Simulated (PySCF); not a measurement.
Choosing a molecule for a target property.

Each SMILES stands for a single optimised conformer of the isolated species, non-relativistic unless stated; the electronic structure was computed with PySCF and density fitting.

The conformers computed, where there is a choice (atom-mapped SMILES and torsion angles):
- `[CH3:1][C:2]1=[CH:3][C@@H:4]([CH2:5][F:6])[O:7][C@H:8]1[CH2:9][F:10]`: C3–C4–C5–F6 46°, O7–C8–C9–F10 -165°
- `[cH:1]1[cH:2][cH:3][c:4](-[c:5]2[cH:6][cH:7][n:8][n:9][cH:10]2)[cH:11][cH:12]1`: C3–C4–C5–C6 39°
- `[CH3:1][NH:2][N:3]([CH:4]1[CH2:5][CH2:6]1)[SiH:7]([CH3:8])[CH3:9]`: C1–N2–N3–C4 64°, N2–N3–C4–C5 61°, N2–N3–Si7–C8 -40°
- `[CH3:1][NH:2][SiH2:3][n:4]1[c:5]([F:6])[cH:7][n:8][c:9]1[CH3:10]`: C1–N2–Si3–N4 175°, N2–Si3–N4–C5 123°
- `[CH3:1][CH2:2][CH2:3][N:4]1[SiH2:5][NH:6][SiH2:7]1`: C1–C2–C3–N4 62°, C2–C3–N4–Si5 64°
- `[CH2:1]=[N:2][Si@H:3]([CH:4]([CH3:5])[CH3:6])[N:7]([CH3:8])[CH3:9]`: C1–N2–Si3–C4 -129°, N2–Si3–C4–C5 80°, N2–Si3–N7–C8 112°
- `[O:1]=[S:2](=[O:3])([OH:4])[C:5]1=[CH:6][CH2:7][CH2:8]1`: O1–S2–C5–C6 152°, H–O4–S2–O1 0°
- `[CH3:1][C@@H:2]([F:3])[C@H:4]1[CH:5]=[CH:6][C@@H:7]([CH2:8][F:9])[O:10]1`: C1–C2–C4–C5 -172°, C6–C7–C8–F9 -73°

(1) Wanted: dipole moment above 4.6 D (PBE0/pcSseg-1) and HOMO–LUMO gap below 5.7 eV (PBE0/pcSseg-1), at GFN2-xTB geometries. Which candidate meets both?
A. `C=N[Si@H](C(C)C)N(C)C`
B. `CN[SiH2]N1C(F)=CN=C1C`
C. `c1ccc(-c2ccnnc2)cc1`
D. `CNN(C1CC1)[SiH](C)C`
E. `CCCN1[SiH2]N[SiH2]1`
F. `CC1=C[C@@H](CF)O[C@H]1CF`

(2) Wanted: smallest rotational constant between 0.55 GHz and 0.7 GHz (GFN2-xTB) and HOMO energy above -6.8 eV (PBE0/pcSseg-1), at GFN2-xTB geometries. Which candidate meets both?
A. `n1cc(F)n([SiH2]NC)c1C`
B. `CNN(C1CC1)[SiH](C)C`
C. `O=S(=O)(O)C1=CCC1`
D. `C[C@@H](F)[C@H]1C=C[C@@H](CF)O1`
E. `c1cc(-c2ccnnc2)ccc1`
F. `CC1=C[C@@H](CF)O[C@H]1CF`
G. `CCCN1[SiH2]N[SiH2]1`

Answers

(1) C. Computed values:
```csv
species,dipole moment,HOMO–LUMO gap
CCCN1[SiH2]N[SiH2]1,0.19 D,6.12 eV
C=N[Si@H](C(C)C)N(C)C,0.71 D,5.37 eV
CNN(C1CC1)[SiH](C)C,1.52 D,7.56 eV
CC1=C[C@@H](CF)O[C@H]1CF,2.42 D,7.25 eV
CN[SiH2]N1C(F)=CN=C1C,4.19 D,6.44 eV
c1ccc(-c2ccnnc2)cc1,4.92 D,4.84 eV
```

(2) A. Computed values:
```csv
species,smallest rotational constant,HOMO energy
c1cc(-c2ccnnc2)ccc1,0.486 GHz,-6.61 eV
n1cc(F)n([SiH2]NC)c1C,0.621 GHz,-6.32 eV
CNN(C1CC1)[SiH](C)C,0.775 GHz,-6.21 eV
C[C@@H](F)[C@H]1C=C[C@@H](CF)O1,0.828 GHz,-7.20 eV
CC1=C[C@@H](CF)O[C@H]1CF,0.879 GHz,-7.03 eV
CCCN1[SiH2]N[SiH2]1,1.091 GHz,-6.43 eV
O=S(=O)(O)C1=CCC1,1.187 GHz,-8.25 eV
```
